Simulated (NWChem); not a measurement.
The numbers come from NWChem runs, not from measurements. System: bromotrifluoromethane (CBrF₃), charge 0, spin multiplicity 1, at a geometry optimised with PBE0/def2-SVP. Level: MP2/def2-TZVP, 13 core orbitals frozen.

Input file:

```
start mol
memory heap 200 mb stack 900 mb global 1100 mb
geometry units angstroms nocenter noautoz
  F      1.295733    -0.553263     1.072485
  C      0.814015     0.041936     0.000000
  F      1.295733    -0.553263    -1.072485
  F      1.200132     1.301877     0.000000
  Br    -1.114528    -0.057422     0.000000
  symmetry group Cs
end
basis spherical
  * library def2-tzvp
end
scf
  rhf
  nopen 0
  maxiter 100
  thresh 1e-7
  semidirect memsize 60000000 filesize 0
end
mp2
  freeze core 13
end
task mp2 energy
```

Part of the output:

```
             Northwest Computational Chemistry Package (NWChem) 7.3.0
             --------------------------------------------------------

                                NWChem Input Module
                                -------------------

 Scaling coordinates for geometry "geometry" by  1.889725989
 (inverse scale =  0.529177249)

 Turning off AUTOSYM since
 SYMMETRY directive was detected!

                             Geometry "geometry" -> ""
                             -------------------------

 Output coordinates in angstroms (scale by  1.889725989 to convert to a.u.)

  No.       Tag          Charge          X              Y              Z
 ---- ---------------- ---------- -------------- -------------- --------------
    1 F                    9.0000     1.29573300    -0.55326300     1.07248500
    2 C                    6.0000     0.81401500     0.04193600     0.00000000
    3 F                    9.0000     1.29573300    -0.55326300    -1.07248500
    4 F                    9.0000     1.20013200     1.30187700     0.00000000
    5 Br                  35.0000    -1.11452800    -0.05742200     0.00000000

 Effective nuclear repulsion energy (a.u.)     368.8456530893

            Nuclear Dipole moment (a.u.)
            ----------------------------
        X                 Y               Z
 ---------------- ---------------- ----------------
    -0.0000151178     0.0000094486     0.0000000000

      Symmetry information
      --------------------

 Group name             Cs
 Group number              2
 Group order               2
 No. of unique centers     4

      Symmetry unique atoms

     1    2    4    5


 Summary of "ao basis" -> "" (spherical)
 ------------------------------------------------------------------------------
       Tag                 Description            Shells   Functions and Types
 ---------------- ------------------------------  ------  ---------------------
 *                         def2-tzvp                  on all atoms

 Summary of "ao basis" -> "ao basis" (spherical)
 ------------------------------------------------------------------------------
       Tag                 Description            Shells   Functions and Types
 ---------------- ------------------------------  ------  ---------------------
 F                         def2-tzvp                11       31   5s3p2d1f
 C                         def2-tzvp                11       31   5s3p2d1f
 Br                        def2-tzvp                16       48   6s5p4d1f

                                 NWChem SCF Module
                                 -----------------

  ao basis        = "ao basis"
  functions       =   172
  atoms           =     5
  closed shells   =    34
  open shells     =     0
  charge          =   0.00
  wavefunction    = RHF
  use symmetry    = T
  symmetry adapt  = T

 Summary of "ao basis" -> "ao basis" (spherical)
 ------------------------------------------------------------------------------
       Tag                 Description            Shells   Functions and Types
 ---------------- ------------------------------  ------  ---------------------
 F                         def2-tzvp                11       31   5s3p2d1f
 C                         def2-tzvp                11       31   5s3p2d1f
 Br                        def2-tzvp                16       48   6s5p4d1f

      Symmetry analysis of basis
      --------------------------

        a'        105
        a"         67

 Forming initial guess at       0.2s

      Superposition of Atomic Density Guess
      -------------------------------------

 Sum of atomic energies:       -2908.32456338

      Non-variational initial energy
      ------------------------------

 Total energy =   -2909.629769
 1-e energy   =   -4786.315566
 2-e energy   =    1507.840144
 HOMO         =      -0.393683
 LUMO         =       0.076334

      Symmetry analysis of molecular orbitals - initial
      -------------------------------------------------

  Numbering of irreducible representations:

     1 a'          2 a"

  Orbital symmetries:

     1 a'          2 a'          3 a'          4 a'          5 a"
     6 a'          7 a'          8 a"          9 a'         10 a'
    11 a'         12 a'         13 a"         14 a'         15 a'
    16 a"         17 a'         18 a"         19 a'         20 a'
    21 a"         22 a'         23 a'         24 a'         25 a"
    26 a'         27 a'         28 a"         29 a'         30 a"
    31 a"         32 a'         33 a"         34 a'         35 a'
    36 a'         37 a"         38 a'         39 a'         40 a"
    41 a'         42 a'         43 a'         44 a"

 Starting SCF solution at       9.8s

 ----------------------------------------------
         Quadratically convergent ROHF

 Convergence threshold     :          1.000E-07
 Maximum no. of iterations :          100
 Final Fock-matrix accuracy:          1.000E-09
 ----------------------------------------------

              iter       energy          gnorm     gmax       time
             ----- ------------------- --------- --------- --------
                 1    -2908.5717174425  1.82D+00  3.45D-01     11.4
                 2    -2908.7347416385  3.33D-01  6.90D-02     14.4
                 3    -2908.7449703642  3.14D-02  7.02D-03     18.8
                 4    -2908.7450663740  9.40D-04  2.84D-04     24.3
                 5    -2908.7450664690  3.77D-07  7.97D-08     34.0
                 6    -2908.7450664690  9.30D-09  1.59D-09     39.8

       Final RHF  results
       ------------------

         Total SCF energy =  -2908.745066469031
[...]
   26   -0.8183
   27   -0.7418
   28   -0.7418
   29   -0.6983
   30   -0.6983
   31   -0.6799
   32   -0.5530
   33   -0.4561
   34   -0.4561
   35    0.1140
   36    0.2163
   37    0.2617
   38    0.2624
   39    0.2624
   40    0.3466
   41    0.3466
   42    0.4204
   43    0.4275
   44    0.4275

                       ROHF Final Molecular Orbital Analysis
                       -------------------------------------

 Vector   32  Occ=2.000000D+00  E=-5.529922D-01  Symmetry=a'
              MO Center= -1.8D-01, -9.3D-03, -4.6D-14, r^2= 2.6D+00
   Bfn.  Coefficient  Atom+Function         Bfn.  Coefficient  Atom+Function
  ----- ------------  ---------------      ----- ------------  ---------------
   140      0.386045  5 Br px               134     -0.256225  5 Br px
   137      0.215095  5 Br px                37     -0.204393  2 C  px
    40     -0.190751  2 C  px                35      0.181926  2 C  s
     6      0.166646  1 F  px                68      0.166646  3 F  px
    99      0.164336  4 F  px               143      0.158646  5 Br px

 Vector   33  Occ=2.000000D+00  E=-4.561219D-01  Symmetry=a"
              MO Center= -1.0D+00, -5.7D-02,  3.1D-14, r^2= 1.6D+00
   Bfn.  Coefficient  Atom+Function         Bfn.  Coefficient  Atom+Function
  ----- ------------  ---------------      ----- ------------  ---------------
   142      0.553120  5 Br pz               136     -0.353372  5 Br pz
   139      0.313110  5 Br pz               145      0.294575  5 Br pz

 Vector   34  Occ=2.000000D+00  E=-4.561217D-01  Symmetry=a'
              MO Center= -1.0D+00, -5.1D-02, -2.4D-11, r^2= 1.6D+00
   Bfn.  Coefficient  Atom+Function         Bfn.  Coefficient  Atom+Function
  ----- ------------  ---------------      ----- ------------  ---------------
   141      0.552388  5 Br py               135     -0.352904  5 Br py
   138      0.312696  5 Br py               144      0.294185  5 Br py

 Vector   35  Occ=0.000000D+00  E= 1.139777D-01  Symmetry=a'
              MO Center= -9.8D-01, -5.1D-02, -6.4D-14, r^2= 3.1D+00
   Bfn.  Coefficient  Atom+Function         Bfn.  Coefficient  Atom+Function
  ----- ------------  ---------------      ----- ------------  ---------------
   143      0.921504  5 Br px                35     -0.606284  2 C  s
    36     -0.582589  2 C  s                130      0.522428  5 Br s
    40      0.336484  2 C  px                37      0.297781  2 C  px
   137      0.200137  5 Br px               134     -0.183797  5 Br px
    43      0.178160  2 C  px

 Vector   36  Occ=0.000000D+00  E= 2.163223D-01  Symmetry=a'
              MO Center=  8.7D-02,  4.5D-03,  2.6D-16, r^2= 6.5D+00
   Bfn.  Coefficient  Atom+Function         Bfn.  Coefficient  Atom+Function
  ----- ------------  ---------------      ----- ------------  ---------------
    36      4.084620  2 C  s                130     -1.569684  5 Br s
     5     -1.146286  1 F  s                 67     -1.146286  3 F  s
    98     -1.146273  4 F  s                143     -1.121438  5 Br px
    43     -0.506940  2 C  px               106      0.341334  4 F  py
   165     -0.332687  5 Br d  2              14      0.290543  1 F  pz

 Vector   37  Occ=0.000000D+00  E= 2.617411D-01  Symmetry=a'
              MO Center=  7.6D-01,  3.9D-02, -9.7D-14, r^2= 8.0D+00
   Bfn.  Coefficient  Atom+Function         Bfn.  Coefficient  Atom+Function
  ----- ------------  ---------------      ----- ------------  ---------------
    43      2.539228  2 C  px               130      1.847473  5 Br s
   143      1.286920  5 Br px                 5     -0.869051  1 F  s
    35      0.865887  2 C  s                 67     -0.869051  3 F  s
    98     -0.868356  4 F  s                106      0.379719  4 F  py
    14      0.338145  1 F  pz                76     -0.338145  3 F  pz

------------------------------------------------------------
EAF file 0: "./mol.aoints.0" size=524288 bytes
------------------------------------------------------------
               write      read    awrite     aread      wait
               -----      ----    ------     -----      ----
     calls:        1        21         0         0         0
   data(b): 5.24e+05  1.10e+07  0.00e+00  0.00e+00
   time(s): 0.00e+00  0.00e+00  0.00e+00  0.00e+00  0.00e+00
rate(mb/s): 0.00e+00  0.00e+00
------------------------------------------------------------

 center of mass
 --------------
 x =  -0.09221622 y =  -0.00475093 z =   0.00000000

 moments of inertia (a.u.)
 ------------------
         313.608730320860         -28.390931149366           0.000000000000
         -28.390931149366         863.230589793151           0.000000000000
           0.000000000000           0.000000000000         864.693773192225

  Mulliken analysis of the total density
  --------------------------------------

    Atom       Charge   Shell Charges
 -----------   ------   -------------------------------------------------------
    1 F    9     9.20   0.77  1.20  0.60  1.02  0.33  2.24  2.27  0.75  0.00  0.02  0.00
    2 C    6     5.35   0.85  1.13  0.50  0.52 -0.03  1.03  0.89  0.03  0.08  0.29  0.04
    3 F    9     9.20   0.77  1.20  0.60  1.02  0.33  2.24  2.27  0.75  0.00  0.02  0.00
    4 F    9     9.20   0.77  1.20  0.60  1.02  0.33  2.24  2.27  0.75  0.00  0.02  0.00
    5 Br  35    35.03   2.00  2.00  1.16  0.78  1.01  0.96  6.00  5.94  1.24  2.77  1.12  8.99  1.02 -0.00  0.04  0.01

       Multipole analysis of the density wrt the origin
       ------------------------------------------------

     L   x y z        total         open         nuclear
     -   - - -        -----         ----         -------
     0   0 0 0     -0.000000      0.000000     68.000000

     1   1 0 0     -0.219401      0.000000     -0.000015
     1   0 1 0     -0.011306      0.000000      0.000009
     1   0 0 1      0.000000      0.000000      0.000000

     2   2 0 0    -27.720208      0.000000    323.664304
     2   1 1 0      0.083111      0.000000     12.865552
     2   1 0 1     -0.000000      0.000000      0.000000
     2   0 2 0    -29.329278      0.000000     74.598496
     2   0 1 1     -0.000000      0.000000      0.000000
     2   0 0 2    -29.333552      0.000000     73.935435

                   NWChem MP2 Semi-direct Energy/Gradient Module
                   ---------------------------------------------

  Basis functions       =    172
  Molecular orbitals    =    172
  Frozen core           =     13
  Frozen virtuals       =      0
  Active alpha occupied =     21
  Active beta occupied  =     21
  Active alpha virtual  =    138
  Active beta virtual   =    138
  Use MO symmetry       = T
  Use skeleton AO sym   = T

  AO/Fock/Back tols     =   1.0D-09  1.0D-09  1.0D-09

 GA uses MA = F    GA memory limited = T

 Available:
  local mem=  1.26D+08
 global mem=  1.44D+08
 local disk=  0.00D+00
  mp2_memr nvloc                   138
  nvloc new                   138
   1 passes of  21:        5242880                     205193                 139010272.
   1 passes of  21: M    126148186           G      144120032           F     120905306.
  mp2_memr nvloc                   138
  nvloc new                   138
   2 passes of  11:        5242880                     136221                  72838996.
   2 passes of  11: M    126148186           G      144120032           F     120905306.

 Semi-direct pass number   1 of   2  for RHF alpha+beta  at       40.2s
  vrange nnbf                 14103
  mp2_eaftype                   277  avail_ma_in_mb                  1099
 EAF : mp2_eaftype filesize         277   36419498.
  mp2_eaf for mointskh                    277
Node 0 wrote    171.3 Mb in      0.1 s     Agg I/O rate:  2012.0 Mb/s
 Done moints_semi at       74.2s
  mp2_eaftype                   277  avail_ma_in_mb                   822
 EAF : mp2_eaftype filesize         277   36419498.
  mp2_eaf for kh                   277
 Done maket at       74.9s
 Semi-direct pass number   2 of   2  for RHF alpha+beta  at       74.9s
  vrange nnbf                 14103
  mp2_eaftype                   277  avail_ma_in_mb                   822
 EAF : mp2_eaftype filesize         277   36419498.
  mp2_eaf for mointskh                    277
Node 0 wrote    155.7 Mb in      0.1 s     Agg I/O rate:  1336.6 Mb/s
 Done moints_semi at      105.5s
  mp2_eaftype                   277  avail_ma_in_mb                   822
 EAF : mp2_eaftype filesize         277   36419498.
  mp2_eaf for kh                   277
 Done maket at      106.4s
 Done multipass loop at      106.4s

          -------------------------------------------
          SCF energy               -2908.745066469031
          Correlation energy          -1.174993008884
          Singlet pairs               -0.686509709151
          Triplet pairs               -0.488483299733
          Total MP2 energy         -2909.920059477915
          -------------------------------------------

          ---------------------------------------------------
                    Spin Component Scaled (SCS) MP2
          Same spin pairs                     -0.325655533155
          Same spin scaling factor             0.333333333333
          Opposite spin pairs                 -0.849337475729
          Opposite spin scaling fact.          1.200000000000
          SCS-MP2 correlation energy          -1.127756815260
          Total SCS-MP2 energy             -2909.872823284291
          ---------------------------------------------------

 -----------------------
 Performance information
 -----------------------

 Timer overhead =  2.44D-07 seconds/call

               Nr. of calls         CPU time (s)                 Wall time (s)                GFlops
             ---------------    -------------------     ------------------------------   -------------------
Name         Min   Avg   Max    Min     Avg     Max     Min     Avg     Max   Mx/calls   Min     Max     Sum
mp2: moin     2     2     2    65.     65.     65.      65.     65.     65.     32.      0.0     0.0     0.0
mp2: make     2     2     2    1.6     1.6     1.6      1.6     1.6     1.6    0.79      0.0     0.0     0.0
mp2: tota     1     1     1    67.     67.     67.      67.     67.     67.     67.      0.0     0.0     0.0

 The average no. of pstat calls per process was 5.00D+00
 with a timing overhead of 1.22D-06s

 Task  times  cpu:      106.4s     wall:      106.4s

 Total times  cpu:      106.5s     wall:      106.5s
```
